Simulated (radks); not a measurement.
Ir10+, configuration [Xe] 4f11 6s2 (not the ground configuration). All-electron calculation, scalar-relativistic Kohn-Sham, LDA (Slater exchange, Perdew-Wang correlation), spin-unpolarised, spherical densities, finite nucleus; Fermi nuclear charge, rms radius 5.4032 fm. Program: a radial shooting solver on a logarithmic mesh with Libxc functionals.

Normalised radial functions P(r) = r R(r), r in bohr:

| r | 4s | 4d |
|---|---|---|
| 0.00116 | 0.1938 | 0.0000 |
| 0.001547 | 0.2375 | 0.0001 |
| 0.002064 | 0.2874 | 0.0002 |
| 0.002753 | 0.3419 | 0.0004 |
| 0.003701 | 0.3985 | 0.0008 |
| 0.004936 | 0.4465 | 0.0017 |
| 0.006584 | 0.4750 | 0.0037 |
| 0.008781 | 0.4659 | 0.0079 |
| 0.01171 | 0.3956 | 0.0166 |
| 0.01562 | 0.2409 | 0.0345 |
| 0.02083 | -0.0088 | 0.0696 |
| 0.02779 | -0.3276 | 0.1352 |
| 0.03706 | -0.6263 | 0.2488 |
| 0.04943 | -0.7429 | 0.4257 |
| 0.06646 | -0.4872 | 0.6660 |
| 0.08864 | 0.1567 | 0.8910 |
| 0.1182 | 0.8747 | 0.9573 |
| 0.1577 | 1.0486 | 0.6712 |
| 0.2103 | 0.2663 | -0.0470 |
| 0.2805 | -1.0441 | -0.9643 |
| 0.3741 | -1.8162 | -1.5755 |
| 0.499 | -1.5292 | -1.5286 |
| 0.6656 | -0.7499 | -0.9894 |
| 0.8877 | -0.2101 | -0.4223 |
| 1.184 | -0.0303 | -0.1103 |
| 1.592 | -0.0017 | -0.0145 |
| 2.123 | 0.0000 | -0.0009 |
| 2.832 | 0.0000 | 0.0000 |
| 3.777 | 0.0000 | 0.0000 |
| 5.037 | 0.0000 | 0.0000 |

4s: eigenvalue -882.74 eV, 3 radial nodes at r = 0.0207, 0.0835, 0.224 bohr, <r> = 0.420 bohr, 90 % of the charge inside 0.602 bohr. 4d: eigenvalue -506.97 eV, 1 radial node at r = 0.207 bohr, <r> = 0.469 bohr, 90 % of the charge inside 0.697 bohr.
